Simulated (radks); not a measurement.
Species: B4+. Configuration: 2s1 (not the ground configuration). All-electron calculation, Dirac Kohn-Sham, BLYP, spin-unpolarised, spherical densities, finite nucleus; Fermi nuclear charge, rms radius 2.406 fm. Program: a radial shooting solver on a logarithmic mesh with Libxc functionals.

Normalised radial functions P(r) = r R(r) (large component), r in bohr:

r,2s1/2
0.02869,0.1956
0.03477,0.2294
0.04212,0.2672
0.05063,0.3067
0.06135,0.3503
0.07434,0.3945
0.09007,0.4365
0.1091,0.4721
0.1312,0.4947
0.159,0.4992
0.1926,0.4755
0.2334,0.4141
0.2828,0.3069
0.3399,0.1573
0.4118,-0.0458
0.499,-0.2855
0.6046,-0.5409
0.7326,-0.7746
0.8877,-0.9339
1.067,-0.9770
1.293,-0.8978
1.567,-0.7165
1.898,-0.4893
2.3,-0.2796
2.765,-0.1338
3.35,-0.0480
4.059,-0.0127

2s1/2: eigenvalue -76.607 eV, 1 radial node at r = 0.396 bohr, <r> = 1.20 bohr, 90 % of the charge inside 1.83 bohr.
